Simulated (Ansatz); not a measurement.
F$_{2}$HfI$_{2}$ (`[F][Hf]([F])([I])[I]`). Charge 0, multiplicity 1. Hf, I: def2 effective core potential. The structure was optimised at the PBE0-D4/def2-TZVP level.

```xyz
5

F     0.126    0.651   -1.871
Hf   -0.015   -0.084   -0.145
F    -0.351   -1.926   -0.328
I     2.307    0.279    1.180
I    -2.067    1.080    1.164
```

(1) What is the dipole moment at r2SCAN/def2-TZVPP? (An estimate is asked.)

(2) And with PBE, B3LYP, ωB97M-V? (Best estimate.)

(3) Give the Mulliken charges with r2SCAN, PBE, ωB97M-V in def2-TZVPP. (Best estimate.)

Results:

(1) The calculation gave: 0.35 D, with components (0.03, 0.17, 0.30) D in this frame, pointing from negative to positive charge.

(2) Ansatz gave: PBE 0.40 D, B3LYP 0.46 D, ωB97M-V 0.24 D.

(3) Ansatz gave: 
```csv
atom,r2SCAN,PBE,ωB97M-V
F1,-0.30,-0.25,-0.29
Hf2,0.95,0.81,0.86
F3,-0.30,-0.25,-0.29
I4,-0.17,-0.15,-0.14
I5,-0.17,-0.15,-0.14
```

B3LYP here is the variant with VWN-RPA as its local correlation; programs differ in this.
